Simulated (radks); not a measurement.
Results of a calculation; reference values are marked as such.
Question: Species: Cr0.5+. Configuration: [Ar] 3d(up 2.75, down 2.75) (fractional occupations, a model configuration). Code: a radial shooting solver on a logarithmic mesh with Libxc functionals. Model: non-relativistic Kohn-Sham, TPSS, spin-polarised, spherical densities, point nucleus; meta-GGA in the generalised Kohn-Sham scheme. Some entries of the table are withheld. Estimate them.

| orbital | occ. | eigenvalue (eV) | <r> (bohr) | r(max) (bohr) |
|---|---|---|---|---|
| 1s | 2 | -5848.780 | (1) | 0.04224 |
| 2s | 2 | -661.7761 | 0.2956 | 0.2457 |
| 2p | 6 | -561.3074 | 0.2609 | 0.1985 |
| 3s | 2 | -74.8894 | 0.9130 | 0.7835 |
| 3p | 6 | -47.0591 | 0.9749 | 0.8010 |
| 3d | 5.5 | (2) | 1.550 | 0.8397 |

Answer: 
(1) 1s <r> (bohr): 0.06414
(2) 3d eigenvalue (eV): -4.7286
